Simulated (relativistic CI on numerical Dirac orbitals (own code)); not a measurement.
Slater and spin-orbit integrals, Ir LXXIV

Method of calculation: Dirac-Coulomb-Breit CI, orbitals from a KLI potential per configuration, model QED (radiative potential, 1s self-energy scaled to tabulated hydrogen-like ionisation energies), unscaled Slater integrals (own radial code, finite nucleus).

Slater integrals F^k, G^k are unscaled and averaged over j, outside the closed core 1s2; ζ comes from projecting the Hamiltonian with its Breit term on Σ l·s of the shell.

- 2s.2p: G^1(2s,2p) = 1.617e+06, ζ(2p) = 9.5786e+06 cm⁻¹; <r>(2s) = 0.06993, <r^2>(2s) = 0.005823, <r>(2p) = 0.0622, <r^2>(2p) = 0.004723 (bohr units).
- 2p2: F^2(2p,2p) = 1.5043e+06, ζ(2p) = 9.559e+06 cm⁻¹; <r>(2p) = 0.06225, <r^2>(2p) = 0.00473 (bohr units).
- 2p.3s: ζ(2p) = 9.664e+06, G^1(2p,3s) = 167400 cm⁻¹; <r>(2p) = 0.06206, <r^2>(2p) = 0.004702, <r>(3s) = 0.1638, <r^2>(3s) = 0.03073 (bohr units).

Averages of the first 10 configurations, taken without configuration mixing, which lowers the lowest level and can move excited configurations by several eV; other configurations of the list can lie among them:

```
Configuration  Parity  States  Average energy above the lowest level (eV)
          2s2    even       1                                        11.2
        2s.2p     odd      12                                      1402.8
          2p2    even      15                                      2861.4
        2p.3s     odd      12                                     13481.5
        2p.3p    even      36                                     13902.5
        2s.3s    even       4                                     12061.7
        2s.3p     odd      12                                     12489.5
        2s.3d    even      20                                     12788.0
        2s.4s    even       4                                     16168.7
        2s.4p     odd      12                                     16346.0
```
